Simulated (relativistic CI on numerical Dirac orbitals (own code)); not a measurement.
**Slater and spin-orbit integrals, Xe XXXVI**

Computed by Dirac-Coulomb-Breit CI, separate exchange-only KLI orbitals for each configuration, model QED (radiative potential, 1s self-energy scaled to tabulated hydrogen-like ionisation energies), unscaled Slater integrals (own radial code, finite nucleus).

Slater integrals F^k, G^k are unscaled and averaged over j, outside the closed core [Ne]; ζ comes from projecting the Hamiltonian with its Breit term on Σ l·s of the shell.

- 3s²3p⁶3d: ζ(3d) = 54278 cm⁻¹; <r>(3d) = 0.2447, <r^2>(3d) = 0.06936 (bohr units).
- 3s²3p⁵3d²: ζ(3p) = 404430, F^2(3d,3d) = 417290, F^4(3d,3d) = 269670, F^2(3p,3d) = 360710, G^1(3p,3d) = 383640, G^3(3p,3d) = 256700, ζ(3d) = 53628 cm⁻¹; <r>(3p) = 0.2755, <r^2>(3p) = 0.08767, <r>(3d) = 0.2452, <r^2>(3d) = 0.06962 (bohr units).
- 3s3p⁶3d²: F^2(3d,3d) = 416900, F^4(3d,3d) = 269410, G^2(3s,3d) = 288410, ζ(3d) = 53955 cm⁻¹; <r>(3s) = 0.2827, <r^2>(3s) = 0.0911, <r>(3d) = 0.2454, <r^2>(3d) = 0.06974 (bohr units).

Task: Give the Racah parameters of the d shell in 3s²3p⁵3d².

Result: B = F²/49 − 5F⁴/441 = 5459 cm⁻¹ and C = 35F⁴/441 = 21402 cm⁻¹.

Averages of the first 10 configurations, taken without configuration mixing, which lowers the lowest level and can move excited configurations by several eV; other configurations of the list can lie among them:

| Configuration | Parity | States | Average energy above the lowest level (eV) |
| --- | --- | --- | --- |
| 3s²3p⁶3d | even | 10 | 10.7 |
| 3s²3p⁵3d² | odd | 270 | 225.0 |
| 3s3p⁶3d² | even | 90 | 412.2 |
| 3s²3p⁶4s | even | 2 | 935.0 |
| 3s²3p⁶4p | odd | 6 | 1003.9 |
| 3s²3p⁶4d | even | 10 | 1090.8 |
| 3s²3p⁵3d4s | odd | 120 | 1141.9 |
| 3s²3p⁶4f | odd | 14 | 1161.1 |
| 3s²3p⁵3d4p | even | 360 | 1211.1 |
| 3p⁶3d³ | even | 120 | 821.7 |
